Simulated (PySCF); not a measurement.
Species: C6H13NOSi.
SMILES with atom numbers: `[SiH3:1][O:2]/[CH:3]=[CH:4]/[N:5]1[CH2:6][CH2:7][CH2:8][CH2:9]1` (hydrogens: H10, H11, H12 on Si1; H13 on C3; H14 on C4; H15, H16 on C6; H17, H18 on C7; H19, H20 on C8; H21, H22 on C9)

The same species was optimised twice, with GFN2-xTB and with PBE0-D3(BJ)/def2-SVP (PySCF), and the same property calculations (PySCF, gas phase) were run on both structures.

```csv
coordinate,GFN2-xTB,PBE0-D3(BJ)/def2-SVP,change
Si1–O2 (Å),1.616,1.668,+0.052
C3=C4 (Å),1.333,1.349,+0.016
N5–C9 (Å),1.448,1.440,-0.008
N5–C6 (Å),1.453,1.449,-0.004
O2–C3 (Å),1.362,1.365,+0.003
C8–C9 (Å),1.526,1.524,-0.002
C6–C7 (Å),1.529,1.528,-0.001
C4–N5 (Å),1.374,1.373,-0.001
C7–C8 (Å),1.527,1.527,0.000
Si1–O2–C3 (°),133.6,127.5,-6.1
C4–N5–C6 (°),120.6,123.0,+2.4
C6–N5–C9 (°),111.2,113.0,+1.8
N5–C6–C7 (°),104.8,103.5,-1.3
C4–N5–C9 (°),120.8,122.1,+1.3
C6–C7–C8 (°),102.4,103.2,+0.8
N5–C9–C8 (°),104.0,103.3,-0.7
O2–C3–C4 (°),124.3,124.7,+0.4
Si1–O2–C3–C4 (°),0,8,+8
C3–C4–N5–C6 (°),162,166,+4
```

Rotational constants: A = 4440, B = 543.9, C = 499.7 MHz (GFN2-xTB) against A = 4330, B = 548.6, C = 499.6 MHz (PBE0-D3(BJ)/def2-SVP). Point groups within 0.08 Å: C1 and C1.

On the GFN2-xTB structure: HOMO (eV) -5.07 [PBE0/pcSseg-1]; LUMO (eV) 0.68 [PBE0/pcSseg-1]; dipole (D) 2.48 [PBE0/pcSseg-1]; GIAO shielding of Si1 (ppm) 397.5 [PBE0/pcSseg-1]; GIAO shielding of O2 (ppm) 285.0 [PBE0/pcSseg-1]; GIAO shielding of C3 (ppm) 60.2 [PBE0/pcSseg-1]; GIAO shielding of C4 (ppm) 61.0 [PBE0/pcSseg-1]; GIAO shielding of N5 (ppm) 196.8 [PBE0/pcSseg-1]; GIAO shielding of C6/C9 (mean) (ppm) 133.7 [PBE0/pcSseg-1]; GIAO shielding of C7/C8 (mean) (ppm) 157.1 [PBE0/pcSseg-1].

What do these properties become on the PBE0-D3(BJ)/def2-SVP structure?

```
                                    property          level  on GFN2-xTB  on PBE0-D3(BJ)/def2-SVP  change
                                   HOMO (eV)  PBE0/pcSseg-1        -5.07                    -4.97   +0.10
                                   LUMO (eV)  PBE0/pcSseg-1         0.68                     0.68    0.00
                                  dipole (D)  PBE0/pcSseg-1         2.48                     2.46   -0.02
energy, GFN2-xTB geometry as zero (kcal/mol)  PBE0/pcSseg-1          0.0                     -2.8    -2.8
                 GIAO shielding of Si1 (ppm)  PBE0/pcSseg-1        397.5                    392.5    -5.0
                  GIAO shielding of O2 (ppm)  PBE0/pcSseg-1        285.0                    279.3    -5.7
                  GIAO shielding of C3 (ppm)  PBE0/pcSseg-1         60.2                     56.7    -3.5
                  GIAO shielding of C4 (ppm)  PBE0/pcSseg-1         61.0                     61.8    +0.8
                  GIAO shielding of N5 (ppm)  PBE0/pcSseg-1        196.8                    196.4    -0.4
        GIAO shielding of C6/C9 (mean) (ppm)  PBE0/pcSseg-1        133.7                    134.8    +1.1
        GIAO shielding of C7/C8 (mean) (ppm)  PBE0/pcSseg-1        157.1                    155.7    -1.4
```

The heavy atoms differ by 0.092 Å rms after alignment. Among bonds between heavy atoms Si1–O2 changes most (+0.052 Å). Changes are differences of the printed values. Neither structure is proved a minimum here.
